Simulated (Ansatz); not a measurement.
`[OH][GeH2][SiH](O)Cl`, charge 0, multiplicity 1.

(1) Give a relaxed structure at PBE0-D4/def2-TZVP (the Gaussian-basis code of Ansatz). (Estimate.)

## Answers

(1) Ansatz gave: 
Z-matrix (Å, degrees):
```
Ge
Si 1 2.387
O 1 1.807 2 94.0
H 1 1.543 2 117.5 3 -113.7
H 1 1.541 2 117.0 3 113.7
Cl 2 2.059 1 108.9 3 -106.6
O 2 1.632 1 102.8 3 12.6
H 2 1.478 1 117.7 3 132.6
H 3 0.959 1 114.9 2 172.6
H 7 0.967 2 113.5 1 -18.2
```
This is one stationary point; other conformers may exist.
